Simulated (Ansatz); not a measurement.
TiFCl3 (TiCl3F). Total charge 0; singlet. Geometry PBE-D4/def2-SVP.

```tsv
atom	x (Å)	y (Å)	z (Å)
Ti1	0.014	-0.021	0.076
F2	0.319	-0.482	1.719
Cl3	-2.055	-0.485	-0.421
Cl4	1.356	-1.128	-1.234
Cl5	0.365	2.117	-0.141
```

(1) Estimate the orbital energies around the gap (eV) in Ansatz with HF/STO-3G, PBE-D4/def2-TZVPD, r2SCAN-D4/def2-TZVP, r2SCAN-D4/def2-TZVPD, PBE0-D4/def2-TZVPD.

Answers

(1) 
```csv
orbital,HF/STO-3G,PBE-D4/def2-TZVPD,r2SCAN-D4/def2-TZVP,r2SCAN-D4/def2-TZVPD,PBE0-D4/def2-TZVPD
HOMO−5,-12.53,-9.30,-9.68,-9.68,-10.79
HOMO−4,-12.53,-9.30,-9.68,-9.68,-10.79
HOMO−3,-12.47,-9.07,-9.45,-9.45,-10.55
HOMO−2,-11.56,-8.58,-8.95,-8.95,-10.00
HOMO−1,-11.56,-8.58,-8.95,-8.95,-10.00
HOMO,-11.21,-8.32,-8.68,-8.68,-9.68
LUMO,4.92,-4.59,-4.60,-4.60,-3.79
LUMO+1,4.92,-4.59,-4.60,-4.60,-3.79
LUMO+2,5.59,-3.77,-3.79,-3.79,-3.03
LUMO+3,5.98,-3.77,-3.79,-3.79,-3.03
LUMO+4,5.98,-3.35,-3.32,-3.33,-2.57
LUMO+5,9.45,-0.76,0.06,-0.14,-0.23
```
